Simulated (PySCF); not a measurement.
# Spin-rotation constants: `CO[C@H]1C[C@@H](O)C1`, C$_{5}$H$_{10}$O$_{2}$

Geometry:
| atom | x (Å) | y (Å) | z (Å) |
| --- | --- | --- | --- |
| C1 | -2.251 | 0.670 | 0.822 |
| O2 | -1.291 | 0.897 | -0.180 |
| C3 | -0.300 | -0.093 | -0.293 |
| C4 | 1.061 | 0.407 | -0.797 |
| C5 | 1.743 | -0.485 | 0.261 |
| O6 | 2.809 | 0.043 | 0.987 |
| C7 | 0.381 | -0.648 | 0.976 |
| H8 | -2.734 | -0.307 | 0.698 |
| H9 | -1.822 | 0.726 | 1.828 |
| H10 | -2.996 | 1.455 | 0.707 |
| H11 | -0.684 | -0.919 | -0.911 |
| H12 | 1.301 | 0.220 | -1.839 |
| H13 | 1.188 | 1.466 | -0.579 |
| H14 | 2.111 | -1.424 | -0.155 |
| H15 | 2.546 | 0.898 | 1.348 |
| H16 | 0.099 | -1.649 | 1.291 |
| H17 | 0.305 | 0.035 | 1.820 |

Theory: PySCF 2.14.0, GIAO PBE0/pcSseg-1 magnetisability, rotational g tensor and spin-rotation constants, non-relativistic, gas phase. Geometry: GFN2-xTB, dihedral held. The dihedral C7–C3–O2–C1 is held at 315°.

**Question.** Give the nuclear spin-rotation constants along the inertial axes (H = +C I·J) beside the isotropic shieldings.

**Answer.** Rotational constants 6.2765, 1.5433, 1.4181 GHz. A star marks the isotopologue with that one atom substituted, in its own axes.
```csv
atom,isotope,Caa (kHz),Cbb (kHz),Ccc (kHz),mean (kHz),σ (ppm)
H8,1H,-0.580,-0.168,0.046,-0.234,28.9
H9,1H,-0.442,-0.010,-0.115,-0.189,28.2
H10,1H,0.001,-0.154,-0.079,-0.078,28.1
H11,1H,-0.570,-0.136,0.042,-0.221,27.9
H12,1H,-0.659,0.037,-0.122,-0.248,28.8
H13,1H,-0.773,-0.181,0.067,-0.296,30.1
H14,1H,-0.381,-0.157,0.016,-0.174,27.9
H15,1H,-0.742,-0.208,-0.003,-0.318,31.5
H16,1H,-0.700,-0.086,-0.012,-0.266,29.2
H17,1H,-0.716,-0.095,-0.025,-0.279,30.0
C1,13C*,1.184,0.271,0.311,0.589,132.2
O2,17O*,-0.469,-0.134,-0.102,-0.235,301.6
C3,13C*,1.325,0.369,0.273,0.656,120.6
C4,13C*,0.951,0.332,0.267,0.517,140.5
C5,13C*,1.490,0.323,0.248,0.687,124.9
O6,17O*,-0.723,-0.207,-0.164,-0.364,247.1
```
For the geometry as given, no vibrational averaging.
